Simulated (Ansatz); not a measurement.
Program: Ansatz. Geometries: PBE0-D4/def2-TZVP. ΔE: electronic, gas phase. CBS: MP2 limit from def2 TZ/QZ plus the TZ coupled-cluster correction, frozen cores. Functionals use def2-TZVPP. HSE06 is defined as in plane-wave codes. For As outer-core shells are correlated without core-valence functions, which leaves a few kJ/mol of doubt a bond. Scalar relativity is left out up to krypton. One conformer a species, not always the lowest.

Reaction (redistribution): `N[AsH]S` + `B[SiH2]N` → `B[AsH]N` + `N[SiH2]S`

Q: Is it downhill or uphill in electronic energy at CCSD(T)/CBS, and by how much? (An estimate is asked.)

A: The calculation gave: Downhill: ΔE = -80.4 kJ/mol.

Q: What do these levels give: BHLYP-D4, CAM-B3LYP-D4, PBE0, HSE06, LC-ωPBE, MP2/def2-SVP? (Best estimate.)

A: Ansatz gave: BHLYP-D4 -72.3, CAM-B3LYP-D4 -72.6, PBE0 -74.9, HSE06 -75.0, LC-ωPBE -76.7, MP2/def2-SVP -84.1 kJ/mol.

Largest T1 diagnostic among the species: 0.014.

Leaving LDA and LC-ωPBE aside and taking each functional with its dispersion term where it has one, the values, not all of them listed here, spread over 14.7 kJ/mol, from PBE-QIDH to BLYP-D4. LDA lies −8.7 kJ/mol from PBE without D4. From BLYP to BHLYP (50 % exact exchange), in def2-TZVPP and without D4, ΔE moves by −6.3 kJ/mol.
